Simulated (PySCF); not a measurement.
1-[amino(fluoro)boranyl]propane (C3H9BFN), SMILES NB(F)CCC.

Geometry: B3LYP-D3(BJ)/def2-SVP. Other conformers were not sampled.

Two levels are set side by side: PBE/def2-TZVP (PySCF) and CAM-B3LYP/def2-TZVP (PySCF). Same geometry, gas phase. Differences are taken from unrounded values.

| quantity | CAM-B3LYP | PBE | PBE minus CAM-B3LYP |
|---|---|---|---|
| orbital gap (eV) | 11.25 | 6.82 | -4.43 |
| highest occupied level (eV) | -9.74 | -6.81 | 2.93 |
| lowest empty level (eV) | 1.51 | 0.01 | -1.50 |
| dipole moment (D) | 2.18 | 2.12 | -0.07 |
| mean polarisability (bohr³) | 58.1 | 61.0 | 2.9 |

PBE's occupied levels lie high since its potential decays too fast outside the molecule; exact exchange lowers them and widens the gap. Loosely held outer electrons make PBE densities more polarisable. Differences between two approximate levels are no errors against the true value.

Rough cost on one machine, each run with all the roots and properties that it gave: CAM-B3LYP against PBE within a factor of 2.
